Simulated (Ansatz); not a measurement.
`C=C[Si](N)(O)F`. Charge 0, multiplicity 1.

| atom | x (Å) | y (Å) | z (Å) |
| --- | --- | --- | --- |
| C1 | -0.676 | -1.549 | -0.924 |
| C2 | -1.136 | -0.553 | -0.170 |
| Si3 | -0.064 | 0.791 | 0.505 |
| N4 | 1.362 | 0.887 | -0.416 |
| O5 | 0.328 | 0.628 | 2.084 |
| F6 | -0.935 | 2.128 | 0.496 |
| H7 | -1.322 | -2.335 | -1.303 |
| H8 | 0.374 | -1.618 | -1.192 |
| H9 | -2.198 | -0.539 | 0.071 |
| H10 | 2.153 | 1.401 | -0.061 |
| H11 | 1.321 | 0.929 | -1.422 |
| H12 | 0.795 | -0.171 | 2.332 |

Question: Give the diagnostics of a CCSD(T)/def2-TZVPP run (frozen core, the Gaussian-basis code of Ansatz). (Estimate.)

Answer: The calculation gave: T1 = 0.0113, largest single amplitude 0.018, largest double 0.090, (T) share of the correlation energy 3.6 %, 9 CCSD cycles. The RHF solution is stable towards an unrestricted one. T1 lies under the customary mark of 0.02 for closed shells.
